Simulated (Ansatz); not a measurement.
Reaction (ligand exchange at the Si–F bond): `O[SiH](F)[SiH3]` + H₂Te → `O[SiH]([SiH3])[TeH]` + H–F

Isolated molecules relaxed with PBE0-D4/def2-TZVP in Ansatz; ΔE leaves out vibrations. CCSD(T)/CBS is the MP2 limit (def2-TZVPP, def2-QZVPP) plus CCSD(T) − MP2 in def2-TZVPP, frozen cores. This one scheme is used for every species. DFT in def2-TZVPP. HSE06 is defined as in plane-wave codes. def2 core potentials past Kr. For Te outer-core shells are correlated without core-valence functions, which leaves a few kJ/mol of doubt a bond. One conformer a species, not always the lowest.

CCSD(T)/CBS gives +72.3 kJ/mol.

Question: Another level gave +77.3 kJ/mol. Which?
A. r2SCAN0-D4/def2-TZVPP
B. HSE06/def2-TZVPP
C. BLYP/def2-TZVPP
D. BHLYP-D4/def2-TZVPP

Answer: A. r2SCAN0-D4 77.3, BLYP 94.8, BHLYP-D4 86.1, HSE06 71.5 kJ/mol.

Largest T1 diagnostic among the species: 0.013.

At CCSD(T), def2-SVP lies +12.4 kJ/mol from the extrapolated value and def2-TZVPP +9.2 kJ/mol. From BLYP to BHLYP (50 % exact exchange), in def2-TZVPP and without D4, ΔE moves by +6.1 kJ/mol. The D4 term adds −13.3 kJ/mol with B3LYP and −7.3 kJ/mol with PBE0; it sums over pairs of atoms, weighted by their polarisabilities, and B3LYP, whose exchange is more repulsive, gets the larger term.

B3LYP here is the variant with VWN-RPA as its local correlation; programs differ in this.
